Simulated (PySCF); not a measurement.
Isomers of C4H8OSi2, mass 128.011 u with the commonest isotopes. Method: PySCF, PBE0-D3(BJ)/def2-SVP geometry optimisation, gas phase. One conformer each, none proved a minimum here; rigid rotors.

Question: Order these by rotational constant C, largest first.
A. `[OH:1][SiH:2]1[CH:3]=[CH:4][SiH2:5][CH:6]=[CH:7]1` with H–O1–Si2–C3 62°
B. `[CH3:1][C:2](=[O:3])[SiH2:4][C:5]#[C:6][SiH3:7]` with C1–C2–Si4–C5 -11°
C. `[SiH3:1][SiH2:2][c:3]1[cH:4][cH:5][cH:6][o:7]1` with Si1–Si2–C3–C4 -118°

Answer: A (1044 MHz), C (864.7 MHz), B (563.0 MHz).

Question: Order these by rotational constant A, largest first.
A. `[CH3:1][C:2](=[O:3])[SiH2:4][C:5]#[C:6][SiH3:7]` with C1–C2–Si4–C5 -11°
B. `[OH:1][SiH:2]1[CH:3]=[CH:4][SiH2:5][CH:6]=[CH:7]1` with H–O1–Si2–C3 62°
C. `[CH:1]#[C:2][Si@H:3]1[CH2:4][CH2:5][SiH2:6][O:7]1` with C2–Si3–C4–C5 143°, Si3–C4–C5–Si6 -32°, C4–C5–Si6–O7 28°, C5–Si6–O7–Si3 -11°
D. `[SiH3:1][SiH2:2][c:3]1[cH:4][cH:5][cH:6][o:7]1` with Si1–Si2–C3–C4 -118°

Answer: A (4212 MHz), D (4041 MHz), C (3714 MHz), B (3141 MHz).

Question: Order these by rotational constant B, smallest first.
A. `[SiH3:1][SiH2:2][c:3]1[cH:4][cH:5][cH:6][o:7]1` with Si1–Si2–C3–C4 -118°
B. `[CH3:1][C:2](=[O:3])[SiH2:4][C:5]#[C:6][SiH3:7]` with C1–C2–Si4–C5 -11°
C. `[OH:1][SiH:2]1[CH:3]=[CH:4][SiH2:5][CH:6]=[CH:7]1` with H–O1–Si2–C3 62°
D. `[CH:1]#[C:2][Si@H:3]1[CH2:4][CH2:5][SiH2:6][O:7]1` with C2–Si3–C4–C5 143°, Si3–C4–C5–Si6 -32°, C4–C5–Si6–O7 28°, C5–Si6–O7–Si3 -11°

Answer: B (635.3 MHz), A (953.8 MHz), D (1180 MHz), C (1370 MHz).

```json
{"SMILES": "[SiH3][SiH2]c1ccco1", "point group": "C1", "Ia (u·Å²)": "125.06", "Ib (u·Å²)": "529.85", "Ic (u·Å²)": "584.45", "κ": "-0.94", "μa (D)": "1.00", "μb (D)": "0.12", "μc (D)": "0.40"}
{"SMILES": "O[SiH]1C=C[SiH2]C=C1", "point group": "Cs", "Ia (u·Å²)": "160.91", "Ib (u·Å²)": "368.80", "Ic (u·Å²)": "483.89", "κ": "-0.69", "μa (D)": "0.95", "μb (D)": "0.03", "μc (D)": "1.06"}
{"SMILES": "CC(=O)[SiH2]C#C[SiH3]", "point group": "C1", "Ia (u·Å²)": "119.98", "Ib (u·Å²)": "795.45", "Ic (u·Å²)": "897.64", "κ": "-0.96", "μa (D)": "2.25", "μb (D)": "1.06", "μc (D)": "0.33"}
{"SMILES": "C#C[Si@H]1CC[SiH2]O1", "point group": "C1", "Ia (u·Å²)": "136.09", "Ib (u·Å²)": "428.26", "Ic (u·Å²)": "492.55", "κ": "-0.89", "μa (D)": "0.08", "μb (D)": "1.71", "μc (D)": "0.70"}
```
